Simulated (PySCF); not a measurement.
Geometries of 2 isomers of C8H5F, from PBE0-D3(BJ)/def2-SVP geometry optimisation, gas phase in PySCF. One conformer each, no zero-point energy, no frequencies.

**Question.** Which isomer lies lower at this level?
A.
```xyz
14
angstrom
C      3.318   -0.647   -0.187
C      2.129   -0.414   -0.123
C      0.729   -0.143   -0.045
C      0.220    1.106   -0.441
C     -1.141    1.375   -0.361
C     -1.997    0.388    0.116
F     -3.300    0.643    0.196
C     -1.525   -0.859    0.512
C     -0.163   -1.120    0.430
H      4.370   -0.856   -0.243
H      0.907    1.869   -0.811
H     -1.552    2.340   -0.664
H     -2.230   -1.606    0.879
H      0.226   -2.092    0.737
```
B.
```xyz
14
angstrom
F      3.188    0.451    1.876
C      2.574    0.281    0.754
C      2.664    0.146   -0.556
C      1.354    0.115    0.077
C      0.008    0.002   -0.002
C     -0.921    0.051    1.116
C     -2.179   -0.101    0.608
C     -2.091   -0.250   -0.834
C     -0.779   -0.190   -1.209
H      3.235    0.088   -1.479
H     -0.637    0.186    2.160
H     -3.106   -0.111    1.183
H     -2.942   -0.388   -1.501
H     -0.374   -0.268   -2.218
```

**Answer.** A. That is 1-ethynyl-4-fluorobenzene, `c1cc(ccc1C#C)F`, 48.9 kcal/mol below the other.

| SMILES | atoms numbered as above | E (Eh) | relative (kcal/mol) | relative (kJ/mol) | dipole (D) |
| --- | --- | --- | --- | --- | --- |
| C#Cc1ccc(F)cc1 | [CH:1]#[C:2][c:3]1[cH:4][cH:5][c:6]([F:7])[cH:8][cH:9]1 | -406.88340 | 0.0 | 0.0 | 0.65 |
| FC1=CC1=C1C=CC=C1 | [F:1][C:2]1=[CH:3][C:4]1=[C:5]1[CH:6]=[CH:7][CH:8]=[CH:9]1 | -406.80554 | 48.9 | 204.4 | 3.83 |

As drawn, the lower has an aromatic ring and a C≡C bond, which the higher lacks; the higher has a three-membered ring and a C=C bond outside aromatic rings, which the lower lacks.
